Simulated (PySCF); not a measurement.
Species: C8H12O.
Cartesian coordinates in Å at the GFN2-xTB level; atoms count from 1:
```xyz
21
C8H12O angstrom
C     -1.9708    1.1375    0.8007
C     -1.1951   -0.1648    0.6149
C     -1.8740   -1.0375   -0.4492
C      0.2313    0.0703    0.2270
C      0.7671    1.1569   -0.3409
C      2.1988    0.9838   -0.5795
O      2.9629    1.7767   -1.0772
C      2.5650   -0.4068   -0.0776
C      1.2602   -1.0020    0.4500
H     -2.9666    0.9272    1.1840
H     -1.4606    1.7907    1.5043
H     -2.0744    1.6587   -0.1472
H     -1.2013   -0.7176    1.5624
H     -1.8322   -0.5458   -1.4184
H     -1.3871   -2.0062   -0.5308
H     -2.9165   -1.1984   -0.1865
H      0.2602    2.0665   -0.6061
H      2.9903   -0.9834   -0.8987
H      3.3314   -0.3229    0.6926
H      0.9830   -1.9146   -0.0810
H      1.3196   -1.2515    1.5116
```

Theory: PBE0/pcSseg-1 in PySCF (dipole) on a GFN2-xTB geometry, gas phase.

Take the most abundant isotopes and a rigid rotor. The values belong to one conformer with, in the numbering `[CH3:1][CH:2]([CH3:3])[C:4]1=[CH:5][C:6](=[O:7])[CH2:8][CH2:9]1`, C1–C2–C4–C5 -22°.

Q: What are A, B and C (cm⁻¹)?

A: Ia = 157.34, Ib = 495.27, Ic = 582.28 u·Å²; 505379 MHz·u·Å²/I gives 3212, 1020 and 867.9 MHz, that is A = 0.10714, B = 0.03404, C = 0.02895 cm⁻¹.

Q: Classify the top.

A: An asymmetric top: κ = (2 × 1020 − 3212 − 867.9)/(3212 − 867.9) = -0.87.

Q: What does the inertial defect say?

A: Not planar: Δ = Ic − Ia − Ib = -70.33 u·Å². For a rigid frame Δ = −2 Σ m c², so Σ m c² = 35.17 u·Å² lies off the ab plane: 13.43 from hydrogen and 21.74 from heavier atoms. The atom farthest from that plane is 1.86 Å away.

Q: Give the other two planar moments, Paa and Pbb, and the rms extents of the mass along the axes.

A: Paa = Σ m a² = (Ib + Ic − Ia)/2 = 460.11 and Pbb = Σ m b² = (Ia + Ic − Ib)/2 = 122.18 u·Å². With the mass M = 124.09 u, the rms extents √(P/M) along a, b and c are 1.93, 0.99, 0.53 Å.

Q: Which lines would a microwave search look for?

A: The dipole components are |μa| = 3.84 D, |μb| = 2.20 D, |μc| = 0.72 D. Intensities carry the squares of the components, which stand as 1.00 : 0.33 : 0.03 (a : b : c). Some lines, for components of 0.1 D or more:

```json
{"type": "b", "branch": "R", "J(Ka,Kc)": "2(0,2) ← 1(1,1)", "MHz": "1577", "lower level (cm⁻¹)": "0.136"}
{"type": "a", "branch": "R", "J(Ka,Kc)": "1(0,1) ← 0(0,0)", "MHz": "1888", "lower level (cm⁻¹)": "0.000"}
{"type": "c", "branch": "Q", "J(Ka,Kc)": "1(1,1) ← 1(0,1)", "MHz": "2192", "lower level (cm⁻¹)": "0.063"}
{"type": "b", "branch": "Q", "J(Ka,Kc)": "2(1,1) ← 2(0,2)", "MHz": "2504", "lower level (cm⁻¹)": "0.189"}
{"type": "a", "branch": "R", "J(Ka,Kc)": "2(0,2) ← 1(0,1)", "MHz": "3769", "lower level (cm⁻¹)": "0.063"}
{"type": "a", "branch": "R", "J(Ka,Kc)": "2(1,1) ← 1(1,0)", "MHz": "3929", "lower level (cm⁻¹)": "0.141"}
{"type": "b", "branch": "R", "J(Ka,Kc)": "1(1,1) ← 0(0,0)", "MHz": "4080", "lower level (cm⁻¹)": "0.000"}
{"type": "a", "branch": "R", "J(Ka,Kc)": "3(1,3) ← 2(1,2)", "MHz": "5432", "lower level (cm⁻¹)": "0.257"}
{"type": "c", "branch": "Q", "J(Ka,Kc)": "4(2,3) ← 4(1,3)", "MHz": "6056", "lower level (cm⁻¹)": "0.730"}
{"type": "b", "branch": "Q", "J(Ka,Kc)": "4(2,2) ← 4(1,3)", "MHz": "6170", "lower level (cm⁻¹)": "0.730"}
{"type": "b", "branch": "R", "J(Ka,Kc)": "3(1,3) ← 2(0,2)", "MHz": "7478", "lower level (cm⁻¹)": "0.189"}
{"type": "a", "branch": "R", "J(Ka,Kc)": "4(3,2) ← 3(3,1)", "MHz": "7568", "lower level (cm⁻¹)": "1.059"}
{"type": "b", "branch": "Q", "J(Ka,Kc)": "4(2,3) ← 4(1,4)", "MHz": "7579", "lower level (cm⁻¹)": "0.679"}
{"type": "c", "branch": "R", "J(Ka,Kc)": "3(1,2) ← 2(0,2)", "MHz": "8393", "lower level (cm⁻¹)": "0.189"}
{"type": "c", "branch": "R", "J(Ka,Kc)": "4(1,3) ← 3(0,3)", "MHz": "10601", "lower level (cm⁻¹)": "0.377"}
{"type": "c", "branch": "Q", "J(Ka,Kc)": "4(3,2) ← 4(2,2)", "MHz": "11250", "lower level (cm⁻¹)": "0.936"}
{"type": "c", "branch": "Q", "J(Ka,Kc)": "3(3,1) ← 3(2,1)", "MHz": "11305", "lower level (cm⁻¹)": "0.682"}
{"type": "b", "branch": "Q", "J(Ka,Kc)": "4(3,2) ← 4(2,3)", "MHz": "11364", "lower level (cm⁻¹)": "0.932"}
{"type": "c", "branch": "R", "J(Ka,Kc)": "3(2,1) ← 2(1,1)", "MHz": "12278", "lower level (cm⁻¹)": "0.272"}
{"type": "b", "branch": "R", "J(Ka,Kc)": "3(2,1) ← 2(1,2)", "MHz": "12735", "lower level (cm⁻¹)": "0.257"}
{"type": "c", "branch": "R", "J(Ka,Kc)": "4(2,2) ← 3(1,2)", "MHz": "14012", "lower level (cm⁻¹)": "0.469"}
{"type": "c", "branch": "R", "J(Ka,Kc)": "4(2,3) ← 3(1,3)", "MHz": "14813", "lower level (cm⁻¹)": "0.438"}
{"type": "b", "branch": "R", "J(Ka,Kc)": "4(2,2) ← 3(1,3)", "MHz": "14927", "lower level (cm⁻¹)": "0.438"}
{"type": "b", "branch": "Q", "J(Ka,Kc)": "4(4,1) ← 4(3,2)", "MHz": "15861", "lower level (cm⁻¹)": "1.311"}
{"type": "b", "branch": "R", "J(Ka,Kc)": "3(3,1) ← 2(2,0)", "MHz": "17001", "lower level (cm⁻¹)": "0.492"}
{"type": "b", "branch": "R", "J(Ka,Kc)": "3(3,0) ← 2(2,1)", "MHz": "17009", "lower level (cm⁻¹)": "0.492"}
{"type": "b", "branch": "R", "J(Ka,Kc)": "4(3,2) ← 3(2,1)", "MHz": "18873", "lower level (cm⁻¹)": "0.682"}
{"type": "c", "branch": "R", "J(Ka,Kc)": "4(3,1) ← 3(2,1)", "MHz": "18875", "lower level (cm⁻¹)": "0.682"}
```

Q: Estimate the classical rotational partition function at 50 K, 100 K and 200 K.

A: Point group C1, symmetry number σ = 1; q = (√π/σ)·√((kT/h)³/(ABC)), k/h = 20836.6 MHz/K: 35300 at 50 K, 100000 at 100 K, 283000 at 200 K.

Not checked by GFN2-xTB frequencies. No vibrational averaging or centrifugal distortion is included, and the geometry carries the error of its method. A rigid rotor knows nothing of internal rotation, which can split or shift real lines.
